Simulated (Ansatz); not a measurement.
C2H5AlBNO (`C=[N][Al]1[O][B]1C`) at its PBE0-D4/def2-TZVP geometry, where that method's forces vanish. Total charge 0; spin multiplicity 1.

```xyz
11

C    -0.7014    0.6412   -3.4180
N    -0.3588    0.4593   -2.2360
Al    0.2416    0.2716   -0.6143
O    -0.8456   -0.5344    0.6135
B     0.2281   -0.2725    1.3368
C     0.6961   -0.4726    2.7982
H    -1.2213    1.5534   -3.7497
H    -0.5132   -0.1012   -4.2092
H     1.6209   -1.0549    2.8262
H    -0.0666   -0.9833    3.3937
H     0.9201    0.4935    3.2590
```

Question: What forces (eV/Å) does ωB97M-V/def2-TZVPP give on these atoms in Ansatz? (An estimate is asked.)

Answer: Computed: 
```
C1  -0.078  0.024 -0.211
N2   0.024  0.031 -0.073
Al3  0.002 -0.047  0.173
O4  -0.073 -0.021 -0.039
B5   0.079  0.045 -0.041
C6   0.040 -0.019  0.136
H7   0.053 -0.093  0.050
H8  -0.016  0.070  0.095
H9  -0.070  0.038 -0.003
H10  0.061  0.043 -0.055
H11 -0.021 -0.070 -0.033
```
